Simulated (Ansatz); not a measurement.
```yaml
crystal:
  periodic: [false, false, false]
  atoms:
    - {symbol: Li, position_ang: [-1.672679, -0.209353, 0.545217]}
    - {symbol: Li, position_ang: [0.379082, 0.858432, 1.498244]}
    - {symbol: Li, position_ang: [1.698934, 0.016677, -0.470856]}
    - {symbol: Li, position_ang: [-0.369892, -0.933331, -1.366250]}
    - {symbol: F, position_ang: [1.943872, 1.291334, 0.796819]}
    - {symbol: F, position_ang: [-2.113556, -0.791214, -1.052811]}
    - {symbol: F, position_ang: [1.194474, -0.583119, -2.027584]}
    - {symbol: F, position_ang: [0.111675, -0.711646, 0.432994]}
    - {symbol: F, position_ang: [-1.350245, 1.098131, 1.798579]}
basis:
  gaussian: {orbitals: cc-pVTZ-DK}
magnetization: {spin_polarized: true, initial_magnetization: 1}
hamiltonian: {xc: {name: CAM-B3LYP}}
scf: {omitted_lower_state_checks: [starts]}
```

```sh
$ ansatz run in.yaml --threads 4 --pin off --events-out ev --progress --plain --max-ram 4787MiB
```

Shortened log:

```
Functional definition: CAM-B3LYP
1242 factors; their error is unknown
519 factors; integrals over basis functions are off by at most 3.1e-5 eV
mean field evaluation 1: about -14415.2943 eV, gradient 6.0e1 eV
mean field evaluation 2: about -14389.5006 eV, gradient 1.1e2 eV
mean field evaluation 4: about -14426.1953 eV, gradient 6.7e0 eV
mean field evaluation 8: about -14426.4556 eV, gradient 9.7e-1 eV
mean field evaluation 16: about -14426.4901 eV, gradient 1.8e-1 eV
mean field evaluation 32: about -14426.4287 eV, gradient 4.0e0 eV
mean field -14426.51697111 eV, -530.1647200439 hartree, gradient 7.3e-6 eV, S^2 0.756465; 0 other end points of the search recorded, 0 dependent functions left out
reference -14426.51715043 eV, -530.1647266339 hartree; 29, 28 occupied and 241, 242 virtual orbitals, 1242 factors
Total energy: -14426.51715043 eV, -530.1647266339 hartree
Relativity: scalar
Checks for a lower state left out: starts
```

It took 51 s on 4 threads of Arm Neoverse V1 on a shared host, peak host memory 1.6 GiB.

DK, ANO-RCC and x2c sets are all-electron and run with scalar relativity unless a key says otherwise.
